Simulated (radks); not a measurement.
The numbers below are computed, except where a source is named.
Excited configurations of the vanadium ion V10+: one electron is placed in a higher orbital outside [Ne] 3s2. The ground configuration is [Ne] 3s2 3p1. Code: a radial shooting solver on a logarithmic mesh with Libxc functionals. Model: scalar-relativistic Kohn-Sham, LDA (Slater exchange, Perdew-Wang correlation), spin-polarised, spherical densities, point nucleus; open shells are filled with parallel spins first. Excitation = E - E(ground); binding = E(ion) - E, where the ion is the core of charge +11; n* = 11/sqrt(2 binding) in atomic units. These energies are relativistic, and a one-electron ion of charge +11 with no core already has n* below n in this formula (scalar-relativistic equation, point nucleus: 4f 4.000, 5p 4.998, 6p 5.998, 6f 5.999, 7p 6.998). The quantum defect is therefore taken as that value minus n*, so that it holds no relativistic shift of the bare ion.

| outer orbital | excitation (eV) | binding (eV) | n* | quantum defect | eigenvalue (eV) |
|---|---|---|---|---|---|
| 4f | 148.39 | 107.00 | 3.922 | 0.077 | -100.61 |
| 5p | 176.13 | 79.266 | 4.557 | 0.441 | -76.079 |
| 6p | 201.95 | 53.443 | 5.550 | 0.448 | -51.405 |
| 6f | 207.81 | 47.584 | 5.882 | 0.118 | -45.549 |
| 7p | 216.92 | 38.477 | 6.541 | 0.457 | -37.063 |

The Delta-SCF ionisation energy is 255.39 eV (NIST Atomic Spectra Database: 254.8 eV, semi-empirical). Self-interaction in the functional shifts the binding energies and quantum defects, so they are the method's values and not measured ones. Open shells are spherical and high-spin; term and fine-structure splittings are not resolved.
